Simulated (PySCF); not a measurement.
## Fine-structure interval along the 17-electron series

Calculated with PySCF 2.14 and a two-component X2C-1e Hamiltonian (Gaussian nucleus, no Breit or QED terms), each ion in its own even-tempered basis scaled to its charge; GMP2 freezes 1s2 and drops the highest virtual spinors. Values in cm⁻¹.

| ion | configuration | GHF (screened spin-orbit) | GMP2 (screened spin-orbit) | GHF (bare spin-orbit) |
| --- | --- | --- | --- | --- |
| Pt⁶¹⁺ | [Ne] 3s2 3p5 | 3669100 | 3669700 | 3778000 |
| Au⁶²⁺ | [Ne] 3s2 3p5 | 3902900 | 3903400 | 4017600 |
| Hg⁶³⁺ | [Ne] 3s2 3p5 | 4148900 | 4149400 | 4269800 |

Between Z = 78 and Z = 80 the GHF (bare spin-orbit) value grows as Z to the power 4.83.
